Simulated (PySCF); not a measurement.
**Worked example: chemical shift, span and skew from a shielding tensor**

C6H10, SMILES CC1C[C@H](C)C=1. Atoms are numbered in the order given.

```xyz
16

C      2.3447    -0.4166     0.5425
C      0.9546    -0.1895     0.0795
C     -0.0401    -0.9691    -0.3789
C     -1.0048     0.1787    -0.5903
C     -2.2963     0.1707     0.2051
C      0.1486     1.0837    -0.0532
H      2.4812    -0.0580     1.5767
H      3.0644     0.1399    -0.0813
H      2.6120    -1.4827     0.5088
H     -0.1306    -2.0473    -0.5444
H     -1.2217     0.3745    -1.6564
H     -2.8342     1.1271     0.1059
H     -2.0954     0.0004     1.2753
H     -2.9712    -0.6290    -0.1394
H     -0.0834     1.5995     0.8947
H      0.5391     1.8282    -0.7683
```
Charge 0, spin multiplicity 1.

Geometry optimised at PBE0-D3(BJ)/def2-SVP.

GIAO shieldings from HF/pcSseg-1 (PySCF), non-relativistic, no solvent. The symmetric part of the tensor of C6 has the principal values 140.3, 154.9, 168.1 ppm. The same nucleus in TMS has σ = 192.6 ppm at this level (PySCF, at its B3LYP-D3(BJ)/def2-TZVP geometry).

Work out the isotropic shielding, the ¹³C shift against TMS, the span and the skew.


σ(iso) = (σ11 + σ22 + σ33)/3 = 154.4 ppm. δ = σ(ref) − σ(iso) = 192.6 − (154.4) = 38.2 ppm.
Span Ω = σ33 − σ11 = 27.8 ppm. Skew κ = 3(σ(iso) − σ22)/Ω = -0.05. Tumbling in solution averages the tensor to δ; in a static solid the shielding alone would spread this spin-1/2 line over Ω.
